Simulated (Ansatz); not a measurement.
Species: CH6NSi, net charge 0, doublet state. SMILES: [SiH2]NC
Geometry: optimised at B3LYP-D3(BJ)/def2-TZVP (Ansatz, a quantum-chemistry and plane-wave program).

Quantity: atomisation energy, in kcal/mol. Terms: atomisation electronic, to ground-state atoms; LANL2DZ with its own core potentials from Na on; 6-311+G** with 5d, 6d on Na to Ar in Ansatz; UHF or UKS for open shells; 6-31G* and kin with 6d, 5d where marked; no spin-orbit coupling; valence correlation only; non-relativistic; no dispersion term unless named. CBS(X,Y): correlation extrapolated as X^-3; Hartree-Fock from the larger set. First-principles rows: single points at B3LYP-D3(BJ) geometries (Ansatz).

Coupled cluster (Ansatz) is a level with limits of its own, used here on species with T1 under 0.025 (0.045 for open shells) and stable references: CCSD(T)/CBS(aug-cc-pV(T+d)Z,aug-cc-pV(Q+d)Z).

Value to compare with, CCSD(T)/CBS(aug-cc-pV(T+d)Z,aug-cc-pV(Q+d)Z) (Ansatz): 707.9 kcal/mol.

```
level               program  atomisation energy (kcal/mol)  difference
------------------  -------  -----------------------------  ----------
HF/STO-3G            Ansatz                          631.4       -76.5
HF/LANL2DZ           Ansatz                          467.7      -240.2
HF/6-311+G**         Ansatz                          505.9      -202.0
PBE/STO-3G           Ansatz                          869.5       161.6
PBE/def2-SVP         Ansatz                          714.9         7.0
B3LYP/6-31G*         Ansatz                          700.5        -7.4
B3LYP/def2-SVP       Ansatz                          706.1        -1.8
B3LYP/def2-TZVPD     Ansatz                          707.8        -0.1
PBE0/def2-TZVPD      Ansatz                          705.4        -2.5
wB97M-V/def2-TZVPD   Ansatz                          709.4         1.5
```

Among the 7 habitual levels, HF/LANL2DZ lies farthest from CCSD(T)/CBS(aug-cc-pV(T+d)Z,aug-cc-pV(Q+d)Z) (Ansatz) (-240.2 kcal/mol) and B3LYP/def2-SVP nearest (-1.8); 2 of 7 lie above it, and their mean absolute difference is 99.5 kcal/mol, the median 76.5. One case shows no general order.

The levels are drawn from those run, B3LYP/6-31G* more often than the rest, none by its result; left out are runs that failed, that the program found above a lower state of the same kind, or whose <S^2> lies over 0.5 above the pure value.
